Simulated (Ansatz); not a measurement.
Consider the ligand exchange at a B–C bond: `N#CBF` + `OCS` → `FBOCS` + `C#N`.

Calculated with Ansatz (gas phase, PBE0-D4/def2-TZVP geometries, no zero-point term in ΔE). CCSD(T)/CBS is the MP2 limit (def2-TZVPP, def2-QZVPP) plus CCSD(T) − MP2 in def2-TZVPP, frozen cores. This one scheme is used for every species. DFT in def2-TZVPP. HSE06 is defined as in plane-wave codes. One conformer a species, not always the lowest.

| level | ΔE (kJ/mol) | difference from CCSD(T)/CBS |
| --- | --- | --- |
| PBE-D4 | -111.1 | 5.3 |
| B97M-V | -115.5 | 0.9 |
| r2SCAN0-D4 | -118.4 | -2.0 |
| ωB97M-V | -117.7 | -1.3 |
| PBE0 | -111.3 | 5.1 |
| r2SCAN0 | -117.6 | -1.2 |
| HSE06 | -111.1 | 5.3 |
| CCSD/def2-SVP | -131.4 | -15.0 |
| HF/def2-TZVPP | -117.5 | -1.1 |
| CCSD(T)/def2-TZVPP | -118.5 | -2.1 |
| CCSD(T)/CBS | -116.4 | 0 |

Largest T1 diagnostic among the species: 0.015.

The D4 term adds −3.4 kJ/mol with B3LYP and −2.0 kJ/mol with PBE0; it sums over pairs of atoms, weighted by their polarisabilities, and B3LYP, whose exchange is more repulsive, gets the larger term. Leaving LDA and LC-ωPBE aside and taking each functional with its dispersion term where it has one, the values, not all of them listed here, spread over 12.2 kJ/mol, from CAM-B3LYP-D4 to revPBE-D4. LDA lies −12.6 kJ/mol from PBE without D4. From BLYP to BHLYP (50 % exact exchange), in def2-TZVPP and without D4, ΔE moves by −6.7 kJ/mol.

B3LYP here is the variant with VWN-RPA as its local correlation; programs differ in this.
